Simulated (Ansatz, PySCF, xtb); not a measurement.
Pair of molecules: HCl (SMILES Cl) (first 2 atoms) with CH3F (SMILES CF); geometry from B3LYP-D3(BJ)/def2-TZVP, rigid monomers moved along the line of their centres of mass till H2···F4 is 2.71 Å.
(charge 0, multiplicity 1):
```json
[
 {"atom": "Cl", "x (Å)": "0.1652", "y (Å)": "0.0521", "z (Å)": "-0.1361"},
 {"atom": "H", "x (Å)": "0.2154", "y (Å)": "0.5086", "z (Å)": "1.0704"},
 {"atom": "C", "x (Å)": "-0.5728", "y (Å)": "-0.5457", "z (Å)": "4.2968"},
 {"atom": "F", "x (Å)": "-0.0334", "y (Å)": "0.6344", "z (Å)": "3.7647"},
 {"atom": "H", "x (Å)": "0.1436", "y (Å)": "-0.9551", "z (Å)": "5.0075"},
 {"atom": "H", "x (Å)": "-1.5098", "y (Å)": "-0.2966", "z (Å)": "4.7927"},
 {"atom": "H", "x (Å)": "-0.7447", "y (Å)": "-1.2437", "z (Å)": "3.4783"}
]
```

Monomers are frozen at their geometry in the pair; levels with a basis set take the counterpoise correction. Rows marked so take none.

Frozen-core correlation. CBS: X⁻³ extrapolation of the correlation energy, Hartree–Fock from the larger set. Rows in 6-31G* carry no dispersion term and start afresh at each structure (6-31G* with six Cartesian d functions).

Programs: Ansatz (Gaussian orbitals); PySCF for 6-31G* rows, the dispersion terms; xtb for the GFN methods. Values without a source in brackets are computed.

The comparison value is -9.3 kJ/mol (CCSD(T)/CBS(aug-cc-pV(D+d)Z, aug-cc-pV(T+d)Z)). It is a level with limits of its own, not the exact answer.

### Question
Order these levels by how close they come to the comparison value for the interaction energy, closest first: HF/6-31G* (no counterpoise), B3LYP-D4/def2-TZVPPD, GFN1-xTB. Give each level's value less the comparison value.

### Answer
B3LYP-D4/def2-TZVPPD (0.4 kJ/mol), HF/6-31G* (no counterpoise) (-1.6 kJ/mol), GFN1-xTB (2.5 kJ/mol)

Ansatz is an electronic-structure program.
